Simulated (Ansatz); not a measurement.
Si(OAc)2Me2 (C6H12O4Si). Charge 0, multiplicity 3. Geometry r2SCAN-D4/def2-SVP, that of the neutral singlet; atoms count from 1.

```xyz
23

Si   -0.8723    0.4551   -0.5753
O     0.7316    0.3703   -1.1533
C     1.8009    0.6030   -0.3622
C     3.0867    0.2196   -1.0318
O     1.6965    1.0405    0.7613
H     3.9411    0.5438   -0.4267
H     3.1356    0.6471   -2.0437
H     3.1007   -0.8764   -1.1421
O    -0.9919   -0.2345    0.9816
C    -0.3390   -1.3653    1.3262
C    -0.4021   -1.6204    2.8024
O     0.2427   -2.0530    0.5180
H     0.0117   -2.6083    3.0349
H    -1.4364   -1.5309    3.1644
H     0.1872   -0.8395    3.3090
C    -1.8639   -0.5276   -1.7909
H    -2.9265   -0.5623   -1.5031
H    -1.4775   -1.5577   -1.8302
H    -1.7951   -0.0934   -2.8009
C    -1.3808    2.2206   -0.3491
H    -2.4149    2.2900    0.0241
H    -1.3190    2.7779   -1.2971
H    -0.7155    2.7015    0.3843
```

At PBE0-D4/def2-TZVP a singlet of charge 0 lies 5.12 eV below the triplet at the same geometry.

Estimate the Mulliken populations from the PBE0/def2-TZVP orbitals of Ansatz.


| atom | charge (e) | spin (α − β) |
| --- | --- | --- |
| Si1 | 0.54 | 0.04 |
| O2 | -0.30 | 0.13 |
| C3 | 0.18 | 0.71 |
| C4 | -0.36 | 0.02 |
| O5 | -0.12 | 0.98 |
| H6 | 0.13 | 0.00 |
| H7 | 0.13 | 0.05 |
| H8 | 0.14 | 0.06 |
| O9 | -0.32 | 0.01 |
| C10 | 0.33 | 0.00 |
| C11 | -0.36 | -0.01 |
| O12 | -0.33 | 0.00 |
| H13 | 0.15 | 0.00 |
| H14 | 0.14 | 0.00 |
| H15 | 0.15 | 0.00 |
| C16 | -0.49 | 0.00 |
| H17 | 0.14 | 0.00 |
| H18 | 0.17 | 0.00 |
| H19 | 0.14 | 0.00 |
| C20 | -0.47 | 0.00 |
| H21 | 0.14 | 0.00 |
| H22 | 0.14 | 0.00 |
| H23 | 0.15 | 0.00 |
Mulliken values depend strongly on the basis.

Where does the spin sit?

Summed by element: Si 0.04, O 1.12, C 0.72, H 0.12, of 2 unpaired in all. Largest on single atoms: O5 0.98, C3 0.71, O2 0.13.

And the Mayer bond orders between heavy atoms (over 0.3)?

Si1–O2 1.10 (1.71 Å); Si1–O9 1.01 (1.71 Å); Si1–C16 1.03 (1.85 Å); Si1–C20 1.04 (1.85 Å); O2–C3 1.02 (1.35 Å); C3–C4 1.01 (1.50 Å); C3–O5 1.28 (1.21 Å); O9–C10 1.11 (1.35 Å); C10–C11 1.00 (1.50 Å); C10–O12 2.02 (1.21 Å).
